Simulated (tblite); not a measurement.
Compound: C7H11P.
Bonds: C1–C2, C2–C3 (triple), C3–P4, P4–C5, P4–C6, C6–C7, C7–C8, C6–C8. Hydrogens: H9, H10, H11 on C1; H12, H13, H14 on C5; H15 on C6; H16, H17 on C7; H18, H19 on C8.

Computed geometry: GFN2-xTB, gas phase.

(1) List the bond lengths, angles and torsions at this level.

## Answers

(1) 
```tsv
bond	length (Å)	order
C1–C2	1.446	single
C2≡C3	1.206	triple
C3–P4	1.767	single
P4–C5	1.859	single
P4–C6	1.848	single
C6–C7, C6–C8	1.499	single
C7–C8	1.496	single
C1–H9, C1–H10, C1–H11	1.090	single
C5–H12, C5–H13, C5–H14	1.089	single
C6–H15	1.087	single
C7–H16, C8–H18	1.080	single
C7–H17, C8–H19	1.081	single
```

Bonds in one row agree within 0.01 Å and their mean is given. Orders are formal, as drawn. A selection of angles:
```tsv
angle	degrees
C2–C1–H9	110.0
H9–C1–H10	108.9
C1–C2–C3	177.1
C2–C3–P4	172.2
C3–P4–C5	97.7
C3–P4–C6	98.4
C5–P4–C6	97.3
P4–C5–H12	108.8
P4–C5–H14	111.1
H12–C5–H13	108.7
P4–C6–C7	122.4
P4–C6–H15	111.5
C7–C6–C8	59.9
C7–C6–H15	117.1
C6–C7–C8	60.0
C6–C7–H16	118.4
C6–C7–H17	118.1
C8–C7–H16	118.7
C8–C7–H17	117.4
H16–C7–H17	114.0
C6–C8–H18	118.7
```

Dihedral angles: C3–P4–C6–C7 30°; P4–C6–C7–C8 -109° (anticlinal); P4–C6–C8–C7 112° (anticlinal). The mirror-image conformer, all signs reversed, is as good.

The 5 C–C bonds span 1.206 Å (C2≡C3, drawn triple) to 1.500 Å (C6–C7, drawn single), a spread of 0.294 Å. The 3 C–P bonds span 1.767 Å (C3–P4, drawn single) to 1.859 Å (P4–C5, drawn single), a spread of 0.092 Å. Of the pairs four or more bonds apart, C3···H17 is among the closest relative to their van der Waals radii: 2.61 Å, 90 % of the sum of Bondi's values. The 3-membered ring C6–C7–C8 has internal angles of 59.9° to 60.1°. P4 (phosphine phosphorus) is pyramidal (angles 98.4°, 97.7° and 97.3°, sum 293.5°, 0.90 Å off the plane of its three neighbours).

Point group: C1 (no symmetry element, even within 0.4 Å). Its GFN2-xTB frequencies are all real (lowest 25 cm⁻¹). The numbers are those of one conformer. 3 starts were optimised and ended at 0.00, 0.03 and 0.03 kcal/mol (GFN2-xTB); the lowest of these is shown.
